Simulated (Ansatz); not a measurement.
Cost and result for the atomization energy of `B[Te][SiH2]N` (10 atoms, 9 bonds).

```xyz
10

B     1.3432    0.8852   -1.4827
Te    1.9177   -0.7573   -0.3052
Si   -0.2424   -0.9680    1.0151
N    -1.4855    0.1353    0.6111
H     0.2642    1.3756   -1.3603
H     2.1439    1.2902   -2.2668
H    -0.7400   -2.3454    0.7821
H     0.1151   -0.7704    2.4407
H    -1.9464    0.0462   -0.2815
H    -1.3697    1.1087    0.8476
```

The species carries charge 0 and has multiplicity 1. Correlated methods include outer-core shells of Te, which these sets cover unevenly. Te takes the def2 core potential. The geometry is a stationary point of PBE0-D4/def2-TZVP. It is one conformer, not always the lowest. Program: Ansatz. All runs use 4 threads of a server CPU on a shared host. Times are those of one run each, without the atoms' runs, and a repeat can differ threefold. Electronic energies, without spin–orbit coupling; frozen cores. CCSD(T)/CBS adds CCSD(T) − MP2 in def2-TZVPP to the MP2 limit, and its time is that of the two runs behind it. T1 = 0.014. With those shells the extrapolation isn't a true limit. HSE06 is the plane-wave form, built on full-range PBE exchange.

CCSD(T)/CBS is a level of theory with its own doubt, some kJ/mol a heavy atom from the limit and from the frozen cores, so smaller differences don't rank the functionals.

| level | functions | atomization (kcal/mol) | difference from CCSD(T)/CBS | per bond |
| --- | --- | --- | --- | --- |
| revPBE-D4/def2-TZVPP | 238 | 742.6 | -11.1 | -1.2 |
| CCSD(T)/def2-SVP | 102 | 693.2 | -60.5 | -6.7 |
| CCSD(T)/CBS(def2) | – | 753.7 | 0.0 | 0.0 |
| ωB97X-V/def2-TZVPP | 238 | 755.0 | 1.3 | 0.1 |
| r2SCAN-D4/def2-TZVPP (with forces) | 238 | 751.3 | -2.4 | -0.3 |
| ωB97M-V/def2-TZVPP (with forces) | 238 | 751.1 | -2.6 | -0.3 |
| CAM-B3LYP-D4/def2-TZVPP | 238 | 753.5 | -0.2 | 0.0 |
| r2SCANh-D4/def2-TZVPP | 238 | 747.4 | -6.3 | -0.7 |
| HSE06-D4/def2-TZVPP | 238 | 749.2 | -4.5 | -0.5 |
| CCSD(T)/def2-TZVPP | 238 | 729.2 | -24.5 | -2.7 |
| MP2/def2-QZVPP | 446 | 749.0 | -4.7 | -0.5 |
| BLYP-D4/def2-TZVPP | 238 | 751.1 | -2.6 | -0.3 |
| PBE-QIDH/def2-TZVPP | 238 | 742.9 | -10.8 | -1.2 |

(1) Order the runs by time, with rough figures. (Estimate.)

Answers

(1) Computed: revPBE-D4/def2-TZVPP 1.9 s; BLYP-D4/def2-TZVPP 2 s; HSE06-D4/def2-TZVPP 3.1 s; CAM-B3LYP-D4/def2-TZVPP 3.4 s; r2SCAN-D4/def2-TZVPP (with forces) 4.8 s; r2SCANh-D4/def2-TZVPP 4.9 s; CCSD(T)/def2-SVP 5.5 s; PBE-QIDH/def2-TZVPP 6 s; ωB97X-V/def2-TZVPP 8 s; ωB97M-V/def2-TZVPP (with forces) 11 s; MP2/def2-QZVPP 19 s; CCSD(T)/def2-TZVPP 2.7 min; CCSD(T)/CBS(def2) 3 min.

In def2-TZVPP, CCSD(T) changes the Hartree–Fock value by +187.9 kcal/mol (the triples alone add +11.4 kcal/mol) and MP2 by +193.2 kcal/mol; breaking electron pairs costs correlation energy, which Hartree–Fock lacks. From BLYP to BHLYP (50 % exact exchange), in def2-TZVPP and without D4, the atomization energy moves by −9.4 kcal/mol: exact exchange takes away binding that semilocal exchange gives to molecules. At CCSD(T), def2-SVP lies −60.5 kcal/mol from the extrapolated value and def2-TZVPP −24.5 kcal/mol: correlation converges slowly with the basis, and small sets miss more of it in the bonded molecule than in its fragments.

Spin–orbit coupling would lower the free Te atoms strongly, and the atomization energy with them, by more than many differences here.
